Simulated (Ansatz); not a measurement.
CH4AlNSn, SMILES `[AlH2][C]1=[N][SnH2]1`. The species carries charge 0 and has multiplicity 1. Sn: def2 effective core potential.

```
atom   x (Å)   y (Å)   z (Å)
 Al1   0.660   0.702   0.842
  C2  -1.184  -0.112   0.664
  N3  -1.938  -0.866   0.193
 Sn4  -0.231  -1.523  -1.397
  H5   0.749   2.146   0.213
  H6   1.376   0.207   2.162
  H7   1.079  -0.524  -0.373
  H8  -0.511  -0.031  -2.305
```

Question: List the harmonic frequencies (cm⁻¹, unscaled) at PBE0-D4/def2-TZVP in Ansatz. (An estimate is asked.)

Answer: Computed: 138, 213, 219, 238, 338, 461, 473, 504, 542, 585, 729, 747, 1072, 1433, 1751, 1942, 1958, 2201.

Question: Is this a minimum?

Answer: Yes, all 18 modes are real.

Question: Give the ideal-gas thermochemistry at 298.15 K and 1 bar (rigid rotor, harmonic oscillator; point group C1, symmetry number 1).

Answer: Zero-point energy 93.0 kJ/mol; H(298) − E = 113.2 kJ/mol; entropy 345.8 J/(mol·K), of which translation 173.3, rotation 115.4, vibration 57.1; G(298) − E = 10.1 kJ/mol.

Question: And at 400, 500, 600, 800 and 1000 K?

Answer: 
```tsv
T (K)	H − E (kJ/mol)	S (J/mol/K)	G − E (kJ/mol)
400	124.6	378.7	-26.8
500	137.1	406.5	-66.1
600	150.5	430.9	-108.0
800	179.6	472.7	-198.5
1000	210.8	507.4	-296.6
```
